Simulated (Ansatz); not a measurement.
All values below come from frozen-core CCSD(T)/cc-pVTZ // r2SCAN-D4/def2-TZVP in Ansatz (a first-principles code).

Ansatz 0.2 input:
```yaml
crystal:
  periodic: [false, false, false]
  atoms:
    - { symbol: Br, position_ang: [-1.166858, 0.645306, 1.74946] }
    - { symbol: Si, position_ang: [0.0, 0.0, 0.0] }
    - { symbol: Br, position_ang: [-1.073081, -1.612246, -1.042952] }
    - { symbol: Br, position_ang: [1.965465, -0.734768, 0.660037] }
    - { symbol: Br, position_ang: [0.274473, 1.701707, -1.366544] }
basis:
  gaussian: { orbitals: cc-pVTZ }
correlation:
  method: ccsd_t
```

Output:

```
Functional definition: HF
1344 factors; integrals over basis functions are off by at most 4.2e-4 eV
mean field evaluation 1: about -287867.2835 eV, gradient 2.3e1 eV
mean field evaluation 2: about -287867.3517 eV, gradient 2.3e1 eV
mean field evaluation 4: about -287869.0864 eV, gradient 2.0e0 eV
mean field evaluation 8: about -287869.1152 eV, gradient 8.5e-2 eV
mean field evaluation 16: about -287868.1879 eV, gradient 1.8e1 eV
mean field -287869.11521918 eV, -10578.9948596105 hartree, gradient 2.1e-6 eV, S^2 0.000000; 0 other end points of the search recorded, 0 dependent functions left out
41 core orbitals not correlated
reference -287869.11521918 eV, -10578.9948596105 hartree; 36, 36 occupied and 129, 129 virtual orbitals, 1344 factors
second order -27.41148206 eV of doubles, -0.00000000 eV of singles
cycle   1  -27.51648067 eV  change   -1.0e-1 eV  update   1.1e-1
cycle   2  -28.12721947 eV  change   -6.1e-1 eV  update   2.8e-2
cycle   3  -28.22854099 eV  change   -1.0e-1 eV  update   1.3e-2
cycle   4  -28.20954104 eV  change    1.9e-2 eV  update   3.0e-3
cycle   5  -28.20930421 eV  change    2.4e-4 eV  update   1.2e-3
cycle   6  -28.20903518 eV  change    2.7e-4 eV  update   2.9e-4
cycle   7  -28.20886190 eV  change    1.7e-4 eV  update   9.4e-5
cycle   8  -28.20889317 eV  change   -3.1e-5 eV  update   2.5e-5
perturbative correction -1.18376697 eV, -0.0435026337 hartree
Total energy: -287898.50787932 eV, -10580.0750199476 hartree
```

Cost: roughly 80 core-seconds.
